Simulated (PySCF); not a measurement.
## Exact mass, isotope pattern and composition

Species: `COc1coc([O-])c1`.

Calculated from isotope tables alone.

Question: Molar mass and exact mass?

Answer: For [C5H5O3]-, with standard atomic weights, 5 × 12.011 + 3 × 15.999 + 5 × 1.008 = 113.092 g/mol. From the most abundant isotopes (12C, 16O, 1H), 5 × 12.000000 + 3 × 15.994915 + 5 × 1.007825 = 113.0239 u for neutral atoms; the ion's mass is 113.0244 u once 1 electron mass (0.000549 u) is added.

Question: Work out the cluster of the ion itself, one line a nominal mass.

Answer: 
```json
{"nominal mass": "113", "m/z (centroid)": "113.0244", "relative intensity": "100.0"}
{"nominal mass": "114", "m/z (centroid)": "114.0278", "relative intensity": "5.6"}
{"nominal mass": "115", "m/z (centroid)": "115.0291", "relative intensity": "0.7"}
```

Lines under 0.1 % of the tallest are left out. Abundances used (%; other tables differ somewhat): 12C 98.93, 13C 1.07; 16O 99.757, 17O 0.038, 18O 0.205; 1H 99.9885, 2H 0.0115.

Question: Protons, neutrons, electrons, and exact less nominal mass of the monoisotopic species?

Answer: 59 protons, 54 neutrons and 60 electrons; 113.0239 − 113 = +0.0239 u, electron masses as for neutral atoms.

Question: What is the composition by mass?

Answer: C 53.10 %, O 42.44 %, H 4.46 %.

Question: Resolve the fine structure: one atom at a time replaced by a minor isotope.

Answer: Intensity in % of the monoisotopic species:

| isotope | mass shift (u) | m/z | intensity (%) |
| --- | --- | --- | --- |
| 13C | +1.00335 | 114.0278 | 5.41 |
| 17O | +1.00422 | 114.0286 | 0.11 |
| 2H | +1.00628 | 114.0307 | 0.06 |
| 18O | +2.00425 | 115.0287 | 0.62 |

Species under 0.02 % are left out.

Question: What share of all these ions is the monoisotopic species?

Answer: 0.9893^5 × 0.99757^3 × 0.999885^5 = 94.02 %.
